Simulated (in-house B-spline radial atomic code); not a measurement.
Computed with a B-spline radial atomic code. Model: two electrons, singlet ground state, non-relativistic, full CI in B-splines with partial waves to l = 8 (at full coupling up to 3e-4 hartree above the limit, correlation up to 0.6 % small), density held at that of full coupling by Lieb maximisation.

W(λ) is the mean repulsion in the state of coupling λ less the Hartree energy of the fixed density. Its start is exact exchange, its initial slope is twice the second-order Görling-Levy correlation energy, and its area from 0 to 1 is E_xc. A straight curve means weak, dynamic correlation, and a curve that drops fast and flattens means strong correlation.

Command:
```bash
python run_ac.py task.json out
```
Settings (lengths in bohr, energies in hartree):
```
potential              gauss
strength               2.09
lmax                   8
second                 9
```

Run time, properties included: 42 s on 1 thread of Intel(R) Xeon(R) Processor @ 2.30GHz (shared host).

**W = mean repulsion less Hartree energy, and W of three functionals.**

Given: confinement Gaussian well; well depth 2.09 hartree; well width 9 bohr; external potential -V exp(-r^2/w^2).

Computed: PBE exchange minus exact 13.549 millihartree; SCAN exchange minus exact 0.63064 millihartree.

```csv
coupling,W xc (hartree),W xc minus exchange (millihartree),kinetic minus Kohn-Sham (millihartree),LDA (PW92) W minus its exchange (millihartree),PBE W minus its exchange (millihartree),SCAN W minus its exchange (millihartree)
0,-0.31962,0,0,0,0,0
0.02,-0.32162,-1.997,0.02,-9.29,-3.27,-1.87
0.05,?,?,?,?,?,?
0.12,?,?,?,?,?,?
0.25,-0.34086,-21.237,2.5,-51.02,-29.08,-19.4
0.4,-0.35048,-30.857,5.6,-66.18,-40.66,-28.33
0.6,-0.36075,-41.13,10.69,-81.21,-52.82,-38.2
0.8,-0.36888,-49.261,16.36,-92.74,-62.53,-46.33
1,-0.37546,-55.839,22.25,-102.02,-70.53,-53.14
1.4,-0.38544,-65.818,34.11,-116.29,-83.12,-63.94
2,-0.3956,-75.976,51.16,-131.36,-96.69,-75.45
3,-0.40611,-86.485,76.98,-147.87,-111.84,-87.65
4.5,-0.41528,-95.659,110.75,-163.28,-126.17,-98.06
7,-0.42378,-104.16,158.51,-178.54,-140.51,-106.83
```

Question: What belongs in the row 0.05?

Answer: W xc (hartree): -0.32451; W xc minus exchange (millihartree): -4.884; kinetic minus Kohn-Sham (millihartree): 0.12; LDA (PW92) W minus its exchange (millihartree): -18.1; PBE W minus its exchange (millihartree): -7.63; SCAN W minus its exchange (millihartree): -4.52.

Question: What belongs in the row 0.12?

Answer: W xc (hartree): -0.33077; W xc minus exchange (millihartree): -11.146; kinetic minus Kohn-Sham (millihartree): 0.65; LDA (PW92) W minus its exchange (millihartree): -32.6; PBE W minus its exchange (millihartree): -16.3; SCAN W minus its exchange (millihartree): -10.21.

Question: What is the LDA exchange minus exact?

Answer: 45.97 millihartree.

**Energy parts, natural occupations and partial-wave weights.**

Computed: total energy -3.2137 hartree; correlation energy -0.033586 hartree; kinetic part of the DFT correlation energy 0.022253 hartree; initial slope twice GL2 -0.10132 hartree; Hartree energy 0.63924 hartree; Kohn-Sham kinetic 0.24436 hartree; Lieb Oxford ratio E_xc over LDA exchange 1.2907.

```csv
natural,occupation of the shell (electrons)
s,1.8975
p,0.095184
s,0.0053931
d,0.0013095
p,?
f,0.00014152
```

Question: What belongs in the row p?

Answer: occupation of the shell (electrons): 0.00033823.

```tsv
wave	weight
s	0.95145
p	0.04777
d	?
f	7.789e-05
g	1.662e-05
```

Question: What belongs in the row d?

Answer: weight: 0.00068224.

Question: What is the kinetic part over minus potential part?

Answer: 0.39852.

Question: What is the exchange energy?

Answer: -0.31962 hartree.

Half-way to full coupling W has made 64 % of its drop, against 50 % for a straight line, and second-order (GL2) theory, half the initial slope, overshoots the correlation energy by about 51 %: a marked bend. Over couplings 0 to 1 the errors in E_xc come to about +11 millihartree for LDA, +3.6 millihartree for PBE, +2.9 millihartree for SCAN, so SCAN is nearest. In LDA and PBE the errors of exchange and correlation have opposite signs, so the sum is smaller than the larger of the two.
